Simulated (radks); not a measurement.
Values are calculated unless marked as measured or tabulated.
Q: Fe I, 26 electrons, occupied as [Ar] 3d6 4s2. Level of theory: Dirac Kohn-Sham, PBE, spin-unpolarised, spherical densities, finite nucleus; open shells are shared between the two j in proportion to 2j + 1; Fermi nuclear charge, rms radius 3.7377 fm (a radial shooting solver on a logarithmic mesh with Libxc functionals). Some entries of the table are withheld. Estimate them.

orbital,occ.,eigenvalue (eV),r(max) (bohr),<1/r> (bohr^-1)
1s1/2,2,-6997.360,0.03826,25.98
2s1/2,2,-819.4850,0.2224,5.580
2p1/2,2,(1),0.1781,5.526
2p3/2,4,(2),0.1806,5.427
3s1/2,2,-93.9956,(3),1.751
3p1/2,2,-61.0625,(4),1.622
3p3/2,4,-59.5205,(5),1.599
3d3/2,2.4,-7.5966,0.7101,1.210
3d5/2,3.6,-7.4446,0.7128,1.204
4s1/2,2,-5.2916,2.411,0.4361

A: 
(1) 2p1/2 eigenvalue (eV): -706.5827
(2) 2p3/2 eigenvalue (eV): -694.1018
(3) 3s1/2 r(max) (bohr): 0.7007
(4) 3p1/2 r(max) (bohr): 0.7084
(5) 3p3/2 r(max) (bohr): 0.7156
